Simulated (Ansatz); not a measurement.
A structure relaxed at r2SCAN-D4/def2-SVP in Ansatz, charge 0, doublet:

```xyz
10

P     0.2748   -2.2222    1.5097
P     0.2200    1.3577    1.0208
P     0.4344    1.2096   -1.2431
Se   -1.9596    0.5030    0.9578
Se    1.7813    2.5949   -2.0710
Se   -1.6736    1.5164   -1.7600
Se   -0.1794   -2.3113   -0.7973
Se    1.3264   -0.8369   -1.7625
Se   -1.7143   -1.4935    2.2833
Se    1.4898   -0.3176    1.8623
```

(1) Give its formula.

(2) Summarise the bond lengths by kind (pairs closer than 1.2 times the sum of covalent radii, bridged metal pairs left out).

## Answers

(1) the cluster P₃Se₇ (the lowest doublet isomer of a short search).

(2) 8 × P–Se 2.10 to 2.35 Å; 2 × Se–Se 2.32 to 2.41 Å; 1 × P–P 2.28 Å.

The structure comes from a short search, and lower isomers may exist.
